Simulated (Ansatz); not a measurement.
Program: Ansatz. Geometries: PBE0-D4/def2-TZVP. ΔE: electronic, gas phase. CCSD(T)/CBS adds triple-zeta CCSD(T) − MP2 to the extrapolated MP2 energy (def2 sets, frozen cores). This one scheme is used for every species, atoms too. Functionals use def2-TZVPP. HSE06 is defined as in plane-wave codes. No spin–orbit coupling; open shells (•) take unrestricted orbitals. Spin–orbit coupling would lower the free atoms: a little for C, Si; strongly for Te. def2 core potentials past Kr. Bonds to Te are less sure, by a few kJ/mol each and by 10 to 20 or more in all where they break to atoms, as the def2 sets lack core-valence functions. Each species was taken in one conformer, which may not be the lowest.

Reaction (atomization): `C=C[Te][SiH2]C` → 3 C• + 8 H• + Si• + Te•

`C=C[Te][SiH2]C`:

Z-matrix (Å, degrees):
```
Si
C 1 1.867
Te 1 2.496 2 112.3
H 1 1.487 2 111.6 3 -118.4
H 1 1.489 2 110.2 3 120.3
H 2 1.092 1 110.6 3 61.9
H 2 1.092 1 110.2 3 -57.7
H 2 1.094 1 110.6 3 -177.6
C 3 2.105 1 92.6 2 68.6
C 9 1.324 3 123.6 1 -133.3
H 9 1.086 3 115.1 1 50.3
H 10 1.086 9 120.6 3 -175.9
H 10 1.085 9 122.4 3 3.8
```

```tsv
level	ΔE (kJ/mol)
HSE06-D4	4679.2
BHLYP	4518.2
```

Question: What does CCSD(T)/CBS give? (Best estimate.)

Answer: The calculation gave: +4679.1 kJ/mol. The listed levels differ from it by 0.1, -160.9 kJ/mol.

Largest T1 diagnostic among the species: 0.012.

From PBE to PBE0 (25 % exact exchange), in def2-TZVPP and without D4, ΔE moves by −54.4 kJ/mol: exact exchange takes away binding that semilocal exchange gives to molecules. The D4 term adds +53.0 kJ/mol with B3LYP and +28.1 kJ/mol with PBE0; it sums over pairs of atoms, weighted by their polarisabilities, and B3LYP, whose exchange is more repulsive, gets the larger term.

B3LYP here is the variant with VWN-RPA as its local correlation; programs differ in this.

For atomizations the MP2-based limit and the directly extrapolated one differ by several kJ/mol either way, and by 10 to 25 for some Ge, Se and Sn compounds, so smaller differences from it don't rank the levels.
